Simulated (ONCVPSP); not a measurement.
Building the ONCV potential for In (Z = 49) (PBE, scalar-relativistic).

* Element: indium (In)
* Generator: ONCVPSP 4.0.1
* Type: optimised norm-conserving Vanderbilt (ONCV)
* Functional: PBE
* Relativity: scalar-relativistic
* Frozen core: [Ar] 3d10
* Valence charge: 21
* Reference configuration: 4s2 4p6 4d10 5s2 5p1
* Partial waves: 4s+5s: rc 1.35 bohr, ncon 3, nbas 6, qcut 9.2 1/bohr, 2 projectors; 4p+5p: rc 1.65 bohr, ncon 4, nbas 8, qcut 9.1 1/bohr, 3 projectors, debl 3.9 Ha; 4d: rc 1.00 bohr, ncon 4, nbas 7, qcut 9.9 1/bohr, 2 projectors, debl 2.8 Ha
* Local potential: polynomial inside 0.95 bohr (lpopt 5, dvloc0 3 Ha)
* Core correction: Teter function, fcfact 2.75, rcfact 1.1

* Cutoffs needed: 43 Ha and 54 Ha (the cutoffs (Ha) at which the residual kinetic energy of the hardest occupied pseudo-wave falls to 1 and 0.1 mHa per electron)
* Ghost test: no bound ghost flagged; GHOST(+) flagged for s at 251.7 eV
* Configuration tests: 1 of 4 tests not solved or not reliable
* rms error of d²Exc/dni dnj: 1.95 mHa without and 0.66 mHa with the model core
